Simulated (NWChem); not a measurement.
The numbers come from NWChem runs, not from measurements. System: F$_{2}$Si, charge 0, spin multiplicity 1, at a geometry optimised with PBE0/def2-SVP. The structure started from a generated list of species. Level: B3LYP/def2-TZVP, VWN1-RPA local correlation.

Output (cleaned and shortened):

```
             Northwest Computational Chemistry Package (NWChem) 7.3.0
             --------------------------------------------------------

                                NWChem Input Module
                                -------------------

 Scaling coordinates for geometry "geometry" by  1.889725989
 (inverse scale =  0.529177249)

 Turning off AUTOSYM since
 SYMMETRY directive was detected!

                             Geometry "geometry" -> ""
                             -------------------------

 Output coordinates in angstroms (scale by  1.889725989 to convert to a.u.)

  No.       Tag          Charge          X              Y              Z
 ---- ---------------- ---------- -------------- -------------- --------------
    1 Si                  14.0000     0.00000000     0.00000000    -0.58808300
    2 F                    9.0000    -1.24649100     0.00000000     0.45739800
    3 F                    9.0000     1.24649100     0.00000000     0.45739800

 Effective nuclear repulsion energy (a.u.)      99.1614648170

            Nuclear Dipole moment (a.u.)
            ----------------------------
        X                 Y               Z
 ---------------- ---------------- ----------------
     0.0000000000     0.0000000000     0.0000037795

      Symmetry information
      --------------------

 Group name             C2v
 Group number             16
 Group order               4
 No. of unique centers     2

      Symmetry unique atoms

     1    2


 Summary of "ao basis" -> "" (spherical)
 ------------------------------------------------------------------------------
       Tag                 Description            Shells   Functions and Types
 ---------------- ------------------------------  ------  ---------------------
 *                         def2-tzvp                  on all atoms

                                 NWChem DFT Module
                                 -----------------

 Summary of "ao basis" -> "ao basis" (spherical)
 ------------------------------------------------------------------------------
       Tag                 Description            Shells   Functions and Types
 ---------------- ------------------------------  ------  ---------------------
 Si                        def2-tzvp                13       37   5s5p2d1f
 F                         def2-tzvp                11       31   5s3p2d1f

 Summary of "ao basis" -> "ao basis" (spherical)
 ------------------------------------------------------------------------------
       Tag                 Description            Shells   Functions and Types
 ---------------- ------------------------------  ------  ---------------------
 Si                        def2-tzvp                13       37   5s5p2d1f
 F                         def2-tzvp                11       31   5s3p2d1f

      Symmetry analysis of basis
      --------------------------

        a1         37
        a2         13
        b1         30
        b2         19

            General Information
            -------------------
          SCF calculation type: DFT
          Wavefunction type:  closed shell.
          No. of atoms     :     3
          No. of electrons :    32
           Alpha electrons :    16
            Beta electrons :    16
          Charge           :     0
          Spin multiplicity:     1
          Use of symmetry is: on ; symmetry adaption is: on
          Maximum number of iterations: 100
          AO basis - number of functions:    99
                     number of shells:    35
          Convergence on energy requested:  1.00D-06
          Convergence on density requested:  1.00D-05
          Convergence on gradient requested:  5.00D-04

              XC Information
              --------------
                         B3LYP Method XC Potential
                     Hartree-Fock (Exact) Exchange  0.200
                        Slater Exchange Functional  0.800 local
                    Becke 1988 Exchange Functional  0.720 non-local
              Lee-Yang-Parr Correlation Functional  0.810
                  VWN I RPA Correlation Functional  0.190 local

             Grid Information
             ----------------
          Grid used for XC integration:  medium
[...]
  Orbital symmetries:

     1 a1          2 a1          3 b1          4 a1          5 b1
     6 a1          7 b2          8 a1          9 b1         10 a1
    11 b1         12 a1         13 b2         14 a2         15 b1
    16 a1         17 b2         18 b1         19 a1         20 a1
    21 b2         22 b1         23 a1         24 b2         25 a2
    26 a1

------------------------------------------------------------
EAF file 0: "./mol.aoints.0" size=524288 bytes
------------------------------------------------------------
               write      read    awrite     aread      wait
               -----      ----    ------     -----      ----
     calls:        1         0         0         0         0
   data(b): 5.24e+05  0.00e+00  0.00e+00  0.00e+00
   time(s): 0.00e+00  0.00e+00  0.00e+00  0.00e+00  0.00e+00
rate(mb/s): 0.00e+00  0.00e+00
------------------------------------------------------------

   convergence    iter        energy       DeltaE   RMS-Dens  Diis-err    time
 ---------------- ----- ----------------- --------- --------- ---------  ------
 d= 0,ls=0.0,diis     1   -489.3014618542 -5.88D+02  1.05D-02  1.09D+00     0.8
 d= 0,ls=0.0,diis     2   -489.1578612498  1.44D-01  5.60D-03  2.97D+00     0.8
 d= 0,ls=0.0,diis     3   -489.3952988102 -2.37D-01  8.73D-04  2.39D-02     0.9
 d= 0,ls=0.0,diis     4   -489.3966293326 -1.33D-03  3.39D-04  1.21D-03     1.0
 d= 0,ls=0.0,diis     5   -489.3967524722 -1.23D-04  3.07D-05  4.28D-05     1.1
  Resetting Diis
 d= 0,ls=0.0,diis     6   -489.3967556512 -3.18D-06  2.74D-06  2.97D-07     1.1
 d= 0,ls=0.0,diis     7   -489.3967556664 -1.51D-08  8.77D-07  1.44D-08     1.2

         Total DFT energy =     -489.396755666360
      One electron energy =     -877.702135052893
           Coulomb energy =      331.052451318432
    Exchange-Corr. energy =      -41.908536748946
 Nuclear repulsion energy =       99.161464817047

 Numeric. integr. density =       31.999997901842

     Total iterative time =      0.9s

                  Occupations of the irreducible representations
                  ----------------------------------------------

                     irrep           alpha         beta
                     --------     --------     --------
                     a1                8.0          8.0
                     a2                1.0          1.0
                     b1                5.0          5.0
                     b2                2.0          2.0

                       DFT Final Molecular Orbital Analysis
                       ------------------------------------

 Vector   14  Occ=2.000000D+00  E=-4.417407D-01  Symmetry=a2
              MO Center= -1.9D-13, -4.3D-15,  4.2D-01, r^2= 2.0D+00
   Bfn.  Coefficient  Atom+Function         Bfn.  Coefficient  Atom+Function
  ----- ------------  ---------------      ----- ------------  ---------------
    44      0.352766  2 F  py                75     -0.352766  3 F  py
    47      0.284649  2 F  py                78     -0.284649  3 F  py
    50      0.188814  2 F  py                81     -0.188814  3 F  py
    21     -0.054452  1 Si d -2              26     -0.047660  1 Si d -2
    32     -0.027540  1 Si f -2

 Vector   15  Occ=2.000000D+00  E=-4.256540D-01  Symmetry=b1
              MO Center= -3.6D-14,  4.2D-15,  4.1D-01, r^2= 2.1D+00
   Bfn.  Coefficient  Atom+Function         Bfn.  Coefficient  Atom+Function
  ----- ------------  ---------------      ----- ------------  ---------------
    43      0.296961  2 F  px                74      0.296961  3 F  px
    46      0.238211  2 F  px                77      0.238211  3 F  px
    45      0.206717  2 F  pz                76     -0.206717  3 F  pz
    48      0.169109  2 F  pz                79     -0.169109  3 F  pz
    49      0.154721  2 F  px                80      0.154721  3 F  px

 Vector   16  Occ=2.000000D+00  E=-3.032703D-01  Symmetry=a1
              MO Center= -1.0D-15, -1.1D-15, -8.7D-01, r^2= 2.0D+00
   Bfn.  Coefficient  Atom+Function         Bfn.  Coefficient  Atom+Function
  ----- ------------  ---------------      ----- ------------  ---------------
     5      0.540899  1 Si s                  4      0.498354  1 Si s
     3     -0.288890  1 Si s                 17     -0.243415  1 Si pz
    45      0.169168  2 F  pz                76      0.169168  3 F  pz
    48      0.136660  2 F  pz                79      0.136660  3 F  pz
    14     -0.116233  1 Si pz                51      0.110641  2 F  pz

 Vector   17  Occ=0.000000D+00  E=-9.061376D-02  Symmetry=b2
              MO Center= -4.6D-15, -2.9D-15, -6.9D-01, r^2= 2.7D+00
   Bfn.  Coefficient  Atom+Function         Bfn.  Coefficient  Atom+Function
  ----- ------------  ---------------      ----- ------------  ---------------
    19      0.526104  1 Si py                16      0.501887  1 Si py
    13      0.169435  1 Si py                 7     -0.163430  1 Si py
    44     -0.145439  2 F  py                75     -0.145439  3 F  py
    50     -0.139231  2 F  py                81     -0.139231  3 F  py
    47     -0.110398  2 F  py                78     -0.110398  3 F  py

 Vector   18  Occ=0.000000D+00  E=-1.361497D-03  Symmetry=b1
              MO Center=  5.2D-15, -1.2D-15, -9.7D-01, r^2= 3.8D+00
   Bfn.  Coefficient  Atom+Function         Bfn.  Coefficient  Atom+Function
  ----- ------------  ---------------      ----- ------------  ---------------
    18      0.884208  1 Si px                15      0.245273  1 Si px
    42      0.209729  2 F  s                 73     -0.209729  3 F  s
    29      0.172705  1 Si d  1              12      0.144912  1 Si px
    45     -0.117551  2 F  pz                76      0.117551  3 F  pz
     6     -0.111733  1 Si px                24      0.110678  1 Si d  1

 Vector   19  Occ=0.000000D+00  E= 2.683818D-02  Symmetry=a1
              MO Center= -2.6D-14,  5.3D-16, -4.1D-01, r^2= 4.3D+00
   Bfn.  Coefficient  Atom+Function         Bfn.  Coefficient  Atom+Function
  ----- ------------  ---------------      ----- ------------  ---------------
    20      0.948265  1 Si pz                 5      0.665762  1 Si s
    42     -0.401356  2 F  s                 73     -0.401356  3 F  s
    17      0.254755  1 Si pz                49     -0.166813  2 F  px
    80      0.166813  3 F  px                30     -0.131929  1 Si d  2
     4      0.115862  1 Si s                 28     -0.115767  1 Si d  0

 center of mass
 --------------
 x =   0.00000000 y =   0.00000000 z =   0.02654986

 moments of inertia (a.u.)
 ------------------
          62.893534375363           0.000000000000           0.000000000000
           0.000000000000         273.718961426806           0.000000000000
           0.000000000000           0.000000000000         210.825427051443

     Multipole analysis of the density
     ---------------------------------

     L   x y z        total         alpha         beta         nuclear
     -   - - -        -----         -----         ----         -------
     0   0 0 0     -0.000000    -16.000000    -16.000000     32.000000

     1   1 0 0      0.000000      0.000000      0.000000      0.000000
     1   0 1 0     -0.000000     -0.000000     -0.000000      0.000000
     1   0 0 1     -0.540468     -0.270236     -0.270236      0.000004

     2   2 0 0    -18.654964    -59.264025    -59.264025     99.873086
     2   1 1 0     -0.000000     -0.000000     -0.000000      0.000000
     2   1 0 1     -0.000000     -0.000000     -0.000000      0.000000
     2   0 2 0    -14.722600     -7.361300     -7.361300      0.000000
     2   0 1 1     -0.000000     -0.000000     -0.000000      0.000000
     2   0 0 2    -17.290592    -24.014470    -24.014470     30.738348

 Task  times  cpu:        1.2s     wall:        1.2s

 Total times  cpu:        1.2s     wall:        1.2s
```

### Question
Write an NWChem input that would produce this output.

### Answer
One answer among several that fit: 
```
start mol
memory heap 200 mb stack 900 mb global 1100 mb
geometry units angstroms nocenter noautoz
  Si     0.000000     0.000000    -0.588083
  F     -1.246491     0.000000     0.457398
  F      1.246491     0.000000     0.457398
  symmetry group C2v
end
basis spherical
  * library def2-tzvp
end
dft
  xc b3lyp
  semidirect memsize 60000000 filesize 0
  iterations 100
end
task dft energy
```
